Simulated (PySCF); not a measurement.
K(OtBu) (C₄H₉KO), SMILES CC(C)(C)[O][K]. Atoms are numbered in the order given.

```xyz
15

K      0.0000     0.0000     2.5427
O      0.0000     0.0000     0.3055
C      0.0000     0.0000    -1.0665
C      1.2570    -0.7257    -1.6037
C     -1.2570    -0.7257    -1.6037
C      0.0000     1.4514    -1.6037
H      1.3049    -0.7534    -2.7066
H      1.2707    -1.7625    -1.2285
H      2.1617    -0.2192    -1.2285
H     -1.2707    -1.7625    -1.2285
H     -1.3049    -0.7534    -2.7066
H     -2.1617    -0.2192    -1.2285
H      0.8910     1.9817    -1.2285
H     -0.8910     1.9817    -1.2285
H      0.0000     1.5068    -2.7066
```

The structure is a stationary point at B3LYP-D3(BJ)/def2-SVP. The isomer is the one that the SMILES or the coordinates give; other isomers of the formula were not compared.

Two levels are set side by side: PBE/pcSseg-1 (PySCF) and PBE0/pcSseg-1 (PySCF). GIAO shifts against H2O (¹⁷O), TMS (¹H), TMS (¹³C) at the same level; non-relativistic, no solvent, atoms listed together averaged. Differences are taken from unrounded values.

```csv
quantity,PBE0
δ(¹⁷O) of O2 (ppm),141.9
δ(¹³C) of C3 (ppm),70.5
"δ(¹³C) of C4, C5, C6 (ppm)",40.7
```

**Question.** What does PBE give, and how far is it from PBE0? (The exact figures need the calculation; the answer reports its results.)

**Answer.** 
| quantity | PBE | PBE minus PBE0 |
|---|---|---|
| δ(¹⁷O) of O2 (ppm) | 154.7 | 12.7 |
| δ(¹³C) of C3 (ppm) | 73.5 | 3.0 |
| δ(¹³C) of C4, C5, C6 (ppm) | 41.2 | 0.4 |

Rough cost on one machine, each run with all the roots and properties that it gave: PBE0 against PBE within a factor of 2.
